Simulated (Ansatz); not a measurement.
This geometry of F₂H₂SSi (6 atoms, charge 0, multiplicity 1) is a first-order saddle point.

Method: RKS B3LYP/def2-SVP in Ansatz.

```xyz
6
Properties=species:S:1:pos:R:3
Si -0.032 0.078 0.426
H -0.163 0.419 -1.229
S 0.699 -1.758 0.183
H 0.204 -0.504 -1.131
F -1.538 0.412 0.873
F 0.831 1.354 0.878
```

(1) Which two structures does it join? (They come from a converged band through this point; their orientation in space is the band's.)

(2) How far does it lie above each of them?

Results:

(1) Bonds broken: Si1–H2, S3–H4. Bonds formed: H2–H4. F2H2SSi becomes F2SSi + H2.

Image 0:

```xyz
6
Properties=species:S:1:pos:R:3
Si -0.265 0.361 0.181
H -0.713 0.984 -1.079
S 0.423 -1.640 -0.034
H 1.171 -1.339 -1.122
F -1.480 0.308 1.240
F 0.865 1.325 0.815
```

Image 8:

```xyz
6
Properties=species:S:1:pos:R:3
Si 0.026 -0.165 0.858
H -0.154 0.651 -1.723
S 0.708 -1.965 0.978
H 0.081 -0.070 -1.792
F -1.499 0.329 0.805
F 0.837 1.220 0.873
```

(2) 52.2 kcal/mol above the first and 18.0 kcal/mol above the second. This is the barrier of this one path; another mechanism may lie lower. The orbitals stay closed-shell, which can raise the energy where a bond breaks towards radicals; this wasn't checked here.

The run took 42 s on 2 threads of AMD EPYC 9R45 96-Core Processor (Zen 5), with other jobs on the host, peak memory 0.17 GiB.
